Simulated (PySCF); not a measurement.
A GIAO shielding run with PySCF 2.14.0 with density-fitted response routines (density fitting, non-relativistic, gas phase) on SMILES C([Si@@H](CC)C#N)N[SiH2]P, C4H13N2PSi2:

```
$ OMP_NUM_THREADS=1 python probes_run.py task.json out

{"job": {"kind": "nmr", "xc": "PBE0", "basis": "pcSseg-1"}, "charge": 0, "multiplicity": 1}
C     -1.526246     1.532069    -0.944998
C     -2.139270     0.135358    -1.024893
Si    -1.594191    -1.006741     0.397313
C     -2.513300    -2.625717     0.208766
N     -3.074951    -3.617242     0.090083
C      0.270669    -1.444053     0.309117
N      1.092678    -0.263739     0.470384
Si     2.395718     0.168948    -0.544866
P      2.992385     2.176140     0.247652
H     -0.440052     1.481315    -0.961328
H     -1.829697     2.033297    -0.028751
H     -1.852083     2.139913    -1.787094
H     -3.228300     0.224031    -1.023421
H     -1.870626    -0.316902    -1.983008
H     -1.945320    -0.479473     1.724479
H      0.529262    -2.201319     1.059403
H      0.511098    -1.878433    -0.661748
H      0.979320     0.177471     1.369835
H      1.900615     0.304664    -1.923427
H      3.510415    -0.795724    -0.572461
H      3.673436     2.536471    -0.896047
H      4.148028     1.739052     0.863179
```

Hardware: 1 thread of an Arm Neoverse N1, shared host. The job also computes population analyses, field gradients.

Question: How large is the calculation?

Answer: 94 electrons, 239 basis functions and 1301 auxiliary functions.

Question: How long does it take, and how much memory does it need?

Answer: 100 s of wall time, with 14 SCF cycles and 5 response iterations; peak memory 1.1 GiB. Times on a shared host scatter by some tens of per cent.
